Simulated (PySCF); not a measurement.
Compound: C7H10Si.
SMILES with atom numbers: `[CH3:1][SiH2:2][c:3]1[cH:4][cH:5][cH:6][cH:7][cH:8]1` (hydrogens: H9, H10, H11 on C1; H12, H13 on Si2; H14 on C4; H15 on C5; H16 on C6; H17 on C7; H18 on C8)

Cartesian coordinates in Å at the PBE0-D3(BJ)/def2-SVP level; atoms count from 1:
```xyz
18
C7H10Si angstrom
C      2.6961    0.6517   -0.9702
Si     1.8565   -0.6307    0.1190
C      0.0033   -0.3247    0.2126
C     -0.5236    0.6132    1.1143
C     -1.8901    0.8844    1.1535
C     -2.7575    0.2171    0.2892
C     -2.2544   -0.7203   -0.6115
C     -0.8864   -0.9875   -0.6467
H      2.5506    1.6602   -0.5530
H      3.7783    0.4642   -1.0472
H      2.2678    0.6393   -1.9842
H      2.4304   -0.5636    1.5005
H      2.0887   -2.0034   -0.4320
H      0.1427    1.1403    1.8046
H     -2.2812    1.6166    1.8644
H     -3.8298    0.4263    0.3201
H     -2.9314   -1.2484   -1.2877
H     -0.5071   -1.7306   -1.3550
```

Level: B3LYP/def2-SVPD in PySCF, non-relativistic, on one gas-phase PBE0-D3(BJ)/def2-SVP geometry that isn't relaxed in the solvent. The solvent is an IEF-PCM continuum (van der Waals radii × 1.2). Specific hydrogen bonds and non-electrostatic terms are outside this model.

Gas phase at B3LYP/def2-SVPD: HOMO -7.09 eV, LUMO -0.82 eV, dipole 0.79 D.

Problem. What does the continuum do to the energy, the frontier levels and the dipole at B3LYP/def2-SVPD in chloroform and acetone?

Solution. 
| solvent | ε | E(solvent) − E(gas) (kcal/mol) | polarisation term (kcal/mol) | distortion of the solute (kcal/mol) | HOMO (eV) | LUMO (eV) | dipole (D) |
| --- | --- | --- | --- | --- | --- | --- | --- |
| chloroform | 4.711 | -1.69 | -1.84 | 0.15 | -7.07 | -0.79 | 0.97 |
| acetone | 20.49 | -2.33 | -2.63 | 0.30 | -7.08 | -0.80 | 1.04 |

Polarisation term: ½ Σ q·V over the induced surface charges. Distortion: the rise of the solute's own energy as its density leaves the gas-phase optimum. From chloroform to acetone the lowering changes by a factor 1.38, Onsager's factor (ε − 1)/(2ε + 1) by 1.30 and ε itself by 4.3.

Problem. Give the dipole vector in the frame of the coordinates (D, pointing from negative to positive charge), gas and acetone.

Solution. Gas (-0.41, 0.58, -0.36), solvent (-0.48, 0.78, -0.49). Its length changes by +31 % and its direction by 3°.

Problem. How does the static polarisability (B3LYP/def2-SVPD, frozen core, with the continuum's full static response) change?

Solution. 
```
    medium  isotropic (au)  principal values (au)  ⟨r²⟩ of the electrons (bohr²)
       gas           109.3     79.5, 109.0, 139.5                         1360.7
chloroform           138.7     99.8, 143.3, 173.0                         1359.9
   acetone           151.1    110.0, 158.5, 184.7                         1359.5
```

The isotropic value in acetone is 1.38 times the gas-phase one; no cavity-field correction is applied. ⟨r²⟩ is taken about the centre of nuclear charge.
